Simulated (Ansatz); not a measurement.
The same redistribution along the group B, Al, Ga, In.

Program: Ansatz. Geometries: PBE0-D4/def2-TZVP. ΔE: electronic, gas phase. CCSD(T)/CBS adds triple-zeta CCSD(T) − MP2 to the extrapolated MP2 energy (def2 sets, frozen cores). This one scheme is used for every species. For Ga, Ge, Se outer-core shells are correlated without core-valence functions, which leaves a few kJ/mol of doubt a bond. Scalar relativity is left out up to krypton. Each species was taken in one conformer, which may not be the lowest.

Problem. Order these by ΔE at CCSD(T)/CBS, lowest first. (An estimate is asked.)
A. `FB(F)[SeH]` + `C[O][GeH]([F])[F]` → `FBF` + `C[O][Ge]([F])([F])[SeH]`
B. `[F][Ga]([F])[SeH]` + `C[O][GeH]([F])[F]` → `[F][GaH][F]` + `C[O][Ge]([F])([F])[SeH]`
C. `[F][Al]([F])[SeH]` + `C[O][GeH]([F])[F]` → `[F][AlH][F]` + `C[O][Ge]([F])([F])[SeH]`

Solution. A (-6.1 kJ/mol), B (+40.5 kJ/mol), C (+59.8 kJ/mol).

Largest T1 diagnostic: 0.015, for `[F][GaH][F]`.
